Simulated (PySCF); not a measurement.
Identify the unknown among the candidates.

| technique | computed result |
| --- | --- |
| NMR, other nuclei | isotropic shieldings of nuclei other than C and H, by class: -568 (1 O), -337 (1 O), 409 (1 Si), 443 (1 Si), 593 (1 P) ppm [GIAO PBE0/pcSseg-1] |
| Polarisability | 123.4 au [B3LYP/def2-SVPD] |
| Triplet | lowest triplet excitation (Tamm–Dancoff): 1.53 eV [TDA B3LYP/def2-SVPD] |
| UV, strongest line | among the 8 lowest singlet transitions: S2 at 3.35 eV (370 nm, f = 0.074) [TDDFT B3LYP/def2-SVPD] |
| Dipole | 1.88 D [B3LYP/def2-SVPD] |
| 13C NMR | chemical shifts (computed TMS as zero) by class: 252.1 (1 C), 201.8 (1 C) ppm [GIAO PBE0/pcSseg-1] |
| Rotational structure | rotational constants A, B, C: 2.748, 0.754, 0.659 GHz [GFN2-xTB] |
| 1H NMR | chemical shifts (computed TMS as zero) by class: 9.57 (1 H), 4.57 (2 H), 4.15 (2 H), 0.95 (2 H) ppm [GIAO PBE0/pcSseg-1] |
| UV, first state | lowest singlet excitation: 2.09 eV (592 nm, f = 0.019) [TDDFT B3LYP/def2-SVPD] |

Electronic properties: PySCF, gas phase, density fitting. Levels stand in brackets. The structure is a single GFN2-xTB conformer in the gas phase; no vibrational or solvent corrections. NMR classes are plain means over equivalent atoms (diastereotopic ones count apart unless rotation or inversion swaps them), as if these changed places fast.

Task: Which candidate is it?
A. `O=CC(=O)[SiH2][SiH2]P`
B. `O=C=PCCP`
C. `[SiH3]c1ccpcc1`
D. `C#C[Si@](O)(P)O[SiH3]`

Result: A. It is `O=CC(=O)[SiH2][SiH2]P`. Numbering: `[O:1]=[CH:2][C:3](=[O:4])[SiH2:5][SiH2:6][PH2:7]`. 2 carbons fall into 2 classes; from least to most shielded: carbonyl carbon [C3] (252.1 ppm), aldehyde carbon [C2] (201.8 ppm). Hydrogen classes from least to most shielded: 1 H on an aldehyde carbon, C2 (9.57 ppm), 2 H on an SiH2 silicon, Si6 (4.57 ppm), 2 H on an SiH2 silicon, Si5 (4.15 ppm, a mean of values up to 0.7 ppm apart in this geometry), 2 H on a three-coordinate phosphorus, P7 (0.95 ppm). The other shieldings belong to: -568 ppm, carbonyl oxygen [O4]; -337 ppm, aldehyde oxygen [O1]; 409 ppm, SiH2 silicon [Si5]; 443 ppm, SiH2 silicon [Si6]; 593 ppm, three-coordinate phosphorus [P7]. S1 is mainly HOMO→LUMO (weight 0.81); the largest Löwdin shares of the orbital it empties are 0.30 on the three-coordinate phosphorus, 0.19 on the carbonyl oxygen, 0.11 on an SiH2 silicon and 0.09 on the aldehyde oxygen, of the orbital it fills 0.25 on the aldehyde carbon, 0.22 on the aldehyde oxygen, 0.20 on the carbonyl carbon and 0.19 on the carbonyl oxygen. The optimised geometry has point group C1 and is an asymmetric top.

The others, at the same levels:
- `C#C[Si@](O)(P)O[SiH3]` fails: its computed 13C shifts are 98.1 (1 C), 91.7 (1 C) ppm, 1H shifts are 5.10 (3 H), 2.43 (1 H), 1.92 (1 H), 1.27 (2 H) ppm and rotational constant A is 1.465 GHz (against 2.748 GHz).
- `O=C=PCCP` fails: it has 6 hydrogens where the 1H data count 7; its computed 13C shifts are 217.2 (1 C), 22.7 (1 C), 21.5 (1 C) ppm, 1H shifts are 2.47 (2 H), 2.33 (2 H), 2.04 (2 H) ppm and rotational constant A is 3.783 GHz (against 2.748 GHz).
- `[SiH3]c1ccpcc1` fails: it has 5 carbons where the 13C data count 2; its computed 13C shifts are 164.2 (2 C), 144.9 (2 C), 136.4 (1 C) ppm, 1H shifts are 9.27 (2 H), 8.39 (2 H), 4.62 (3 H) ppm and rotational constant A is 4.918 GHz (against 2.748 GHz).

Each candidate is one conformer, not necessarily the lowest. The conformers computed, where there is a choice (atom-mapped SMILES and torsion angles):
- `[O:1]=[CH:2][C:3](=[O:4])[SiH2:5][SiH2:6][PH2:7]`: O1–C2–C3–O4 -133°, C2–C3–Si5–Si6 -57°, C3–Si5–Si6–P7 -148°, H–P7–Si6–Si5 45°, H–P7–Si6–Si5 -48°
- `[CH:1]#[C:2][Si@:3]([OH:4])([PH2:5])[O:6][SiH3:7]`: C2–Si3–O6–Si7 95°, H–O4–Si3–C2 72°, H–P5–Si3–C2 -43°, H–P5–Si3–C2 50°
- `[O:1]=[C:2]=[P:3][CH2:4][CH2:5][PH2:6]`: C2–P3–C4–C5 77°, P3–C4–C5–P6 37°, H–P6–C5–C4 157°, H–P6–C5–C4 65°
